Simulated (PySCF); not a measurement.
# Orbital picture of PrF

TPSS at R = 2.066 Å; Pr x2c-SVPall, F x2c-SVPall; spin-free X2C with a Gaussian nucleus (PySCF 2.14). State: quintet, about 2.8 electrons in the 4f shell (Mulliken), real f orbitals that mix terms. Only the outer orbitals are listed, counted within each symmetry.

```tsv
spin	orbital	occ.	ε (eV)	on Pr (%)	main shells (%)
α	14σ	1	-8.46	15	84 F p, 8 Pr d
α	7π	1	-8.45	10	90 F p
α	7π	1	-8.45	10	90 F p
α	15σ	1	-3.12	100	88 Pr s
α	1φ	1	-2.09	100	98 Pr f
α	3δ	1	-2.07	100	97 Pr f
α	16σ	1	-2.00	100	75 Pr f, 23 Pr d
α	3δ	0	-1.75	100	89 Pr d, 11 Pr f
α	4δ	0	-1.70	100	97 Pr d
α	8π	0	-1.26	99	53 Pr d, 41 Pr p
β	13σ	1	-19.77	89	89 Pr p
β	7π	1	-8.45	9	91 F p
β	7π	1	-8.45	9	91 F p
β	14σ	1	-8.36	14	85 F p
β	15σ	0	-2.29	100	91 Pr s
β	3δ	0	-0.87	100	100 Pr d
β	3δ	0	-0.83	100	100 Pr d
```

Problem. Which are the highest filled and the lowest empty level, where do they sit, and how wide is the gap?

Solution. Highest filled α 16σ at -2.00 eV (in %: 75 Pr f, 23 Pr d); lowest empty β 15σ at -2.29 eV (in %: 91 Pr s); the gap at TPSS is -0.29 eV.

```json
{
 "bond order (Mayer)": "1.15",
 "⟨S²⟩": "6.002",
 "charge on Pr (Mulliken, basis-dependent)": "0.34",
 "charge on Pr (Löwdin, basis-dependent)": "0.09",
 "dipole moment (positive dipole means Pr(−)F(+))": "-2.26 D"
}
```

Spin–orbit coupling is left out. Counting both spins, an empty level lies below a filled one in this solution, because spin and occupation are held. The state is the lowest single determinant that the PBE0 search found; with open d or f shells the true ground state can be another one.
